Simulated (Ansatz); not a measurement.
Born–Oppenheimer molecular dynamics of ClGeH3O (6 atoms, charge 0, multiplicity 1). It starts at the highest image of a converged band, a first-order saddle point between two minima.

All numbers below come from Ansatz 0.2.0, RKS PBE-D4/def2-SVP.

```
ensemble                      : NVE (velocity Verlet)
time step                     : 0.5 fs
steps asked                   : 200
starting velocities drawn for : 100 K
seed                          : 5233
```

First frame:

```xyz
6
Properties=species:S:1:pos:R:3
Ge -0.415 -0.093 0.515
H 0.928 0.073 1.450
Cl 2.169 0.049 0.290
O -1.053 1.387 -0.267
H -1.250 1.249 -1.214
H -0.644 -1.272 -0.506
```

**Question.** How far do the bonds stretch over the last three quarters of this one trajectory? (Pairs bonded in most of those frames.)

**Answer.** 
| bond | mean (Å) | spread (Å) | shortest | longest |
| --- | --- | --- | --- | --- |
| Ge1–O4 | 1.814 | 0.034 | 1.77 | 1.87 |
| Ge1–H6 | 1.639 | 0.030 | 1.59 | 1.69 |
| H2–Cl3 | 1.310 | 0.025 | 1.27 | 1.37 |
| O4–H5 | 0.976 | 0.005 | 0.97 | 0.98 |

Mean temperature of the second half: 547 K. The conserved energy stayed within 0.033 meV per atom of its start (net change 0.018 meV per atom), so the integration is sound. The kinetic energy rose, since the run started high on the potential surface and went downhill. It ends in pieces (ClH + GeH2O), so much of that is their flight and rotation, not heat. A run of 0.1 ps of so small a system gives no equilibrium averages. The orbitals stay closed-shell, which can raise the energy where a bond breaks towards radicals; this wasn't checked here.

Time of the run: 5.4 min on 1 thread of Arm Neoverse V1, with other jobs on the host, peak memory 0.14 GiB.
